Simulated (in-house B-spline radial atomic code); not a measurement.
A run on K III (K2+) (an excited or competing configuration) that did not converge. Method: non-relativistic B97-1, spin-polarised, spherical fractional occupations, exact exchange averaged over the configuration, point nucleus; computed with an all-electron radial atomic-structure program (B-spline basis).

Command:
```bash
python run_scf.py task.json out
```
Settings:
```
Z                19
configuration    [Ne] 3s1 3p5 4f1
hamiltonian      nr
method           b97_1
spin_polarised   True
exact_exchange   averaged over the configuration
```

First and last ten iterations of the last attempt (damped for 15 steps, keeping 80 % of the old Fock matrix, then DIIS):
```
 iter        energy (Eh)    residual
    1        -592.530004    3.25e-01
    2        -595.860414    1.39e-01
    3        -596.170098    9.98e-02
    4        -596.329478    7.25e-02
    5        -596.412994    5.28e-02
    6        -596.457168    3.85e-02
    7        -596.480533    2.88e-02
    8        -596.492877    2.20e-02
    9        -596.499425    1.68e-02
   10        -596.502915    1.30e-02
  111        -596.506989    1.77e-05
  112        -596.506989    5.79e-06
  113        -596.506989    1.18e-06
  114        -596.506989    5.59e-07
  115        -596.506989    5.60e-07
  116        -596.506989    7.20e-07
  117        -596.506989    7.00e-07
  118        -596.506989    2.15e-06
  119        -596.506989    1.53e-06
  120        -596.506989    1.87e-06
 not converged after 120 iterations
```

The smallest residual met was 4.8e-07; the threshold is about 2e-07. Over the last five steps the energy moves by less than 1e-08 hartree, but the orbitals didn't meet the threshold. Cost of the run: 2.7 s on 1 thread of Intel(R) Xeon(R) 6975P-C, with other jobs on the host.
